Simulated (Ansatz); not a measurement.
C2H6In (SMILES [CH3][In+][CH3]), charge +1, singlet, geometry from GFN2-xTB (such geometries of metal compounds can be far from the true shape) (all electrons, no relativity); HF/STO-3G run with Ansatz (a program for electronic structure).

Here is a job for Ansatz.
Ansatz 0.2 input:
```yaml
crystal:
  periodic: [false, false, false]
  atoms:
    - {symbol: In, position_ang: [0.00000000, 0.00000000, 0.00000000]}
    - {symbol: C, position_ang: [1.76799887, 0.26458391, -1.43355759]}
    - {symbol: H, position_ang: [2.41242023, -0.60590237, -1.30508096]}
    - {symbol: H, position_ang: [2.27064356, 1.18959701, -1.14854782]}
    - {symbol: H, position_ang: [1.35310159, 0.31962734, -2.44071297]}
    - {symbol: C, position_ang: [-1.76799887, -0.26458391, 1.43355759]}
    - {symbol: H, position_ang: [-2.25762428, -1.20072172, 1.16255120]}
    - {symbol: H, position_ang: [-2.42355682, 0.59505423, 1.28934408]}
    - {symbol: H, position_ang: [-1.35498428, -0.29765450, 2.44244647]}
basis:
  gaussian:
    orbitals: STO-3G
hamiltonian:
  xc: hf
total_charge: 1
accuracy: high
```

The log (banner, timings and long lists left out):

```
Functional definition: HF
807 factors; integrals over basis functions are off by at most 3.9e-9 eV
mean field evaluation 1: about -156764.3511 eV, gradient 1.6e1 eV
mean field evaluation 2: about -156764.4475 eV, gradient 1.6e1 eV
mean field evaluation 4: about -156765.5420 eV, gradient 1.2e0 eV
mean field evaluation 8: about -156765.5497 eV, gradient 1.9e-6 eV
mean field -156765.54965710 eV, -5761.0276903925 hartree, gradient 2.6e-9 eV, S^2 0.000000; 0 other end points of the search recorded, 0 dependent functions left out
reference -156765.54965710 eV, -5761.0276903925 hartree; 33, 33 occupied and 10, 10 virtual orbitals, 807 factors
Total energy: -156765.54965710 eV, -5761.0276903925 hartree
```
